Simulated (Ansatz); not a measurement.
One change: `O=CSC=S` becomes `O=CS[SiH3]`.

Ansatz, PBE0-D4/def2-TZVP geometries, multiplicity 1. Each molecule was computed in one conformer, which needn't be the lowest.

| property | `O=CSC=S` |
| --- | --- |
| HOMO–LUMO gap (ωB97M-V/def2-TZVPP) / eV | 8.35 |
| LUMO energy (PBE0/def2-TZVPP) / eV | -2.85 |
| HOMO–LUMO gap (B3LYP/def2-TZVPP) / eV | 3.62 |
| size of the dipole moment (ωB97M-V/def2-TZVPP) / D | 2.24 |
| zero-point energy (PBE0-D4/def2-TZVP) / kJ/mol | 97.3 |
| LUMO energy (B3LYP/def2-TZVPP) / eV | -3.03 |

Question: What does the change do to each property? (Estimate.)

Answer: The calculation gave: 
```json
{"property": "HOMO–LUMO gap (ωB97M-V/def2-TZVPP) / eV", "`O=CS[SiH3]`": "11.18", "shift": "2.83"}
{"property": "LUMO energy (PBE0/def2-TZVPP) / eV", "`O=CS[SiH3]`": "-1.22", "shift": "1.63"}
{"property": "HOMO–LUMO gap (B3LYP/def2-TZVPP) / eV", "`O=CS[SiH3]`": "6.35", "shift": "2.73"}
{"property": "size of the dipole moment (ωB97M-V/def2-TZVPP) / D", "`O=CS[SiH3]`": "1.12", "shift": "-1.12"}
{"property": "zero-point energy (PBE0-D4/def2-TZVP) / kJ/mol", "`O=CS[SiH3]`": "120.5", "shift": "23.2"}
{"property": "LUMO energy (B3LYP/def2-TZVPP) / eV", "`O=CS[SiH3]`": "-1.45", "shift": "1.58"}
```

With PBE0 the HOMO falls by 1.15 eV and the LUMO rises by 1.63 eV, so the gap widens by about 2.78 eV. PBE moves the HOMO by -0.91 eV and ωB97M-V by -1.10 eV. The zero-point energy changes by 23.2 kJ/mol with +3 modes. Dipoles are sizes alone; their direction can turn.

B3LYP here is the variant with VWN-RPA as its local correlation; programs differ in this.
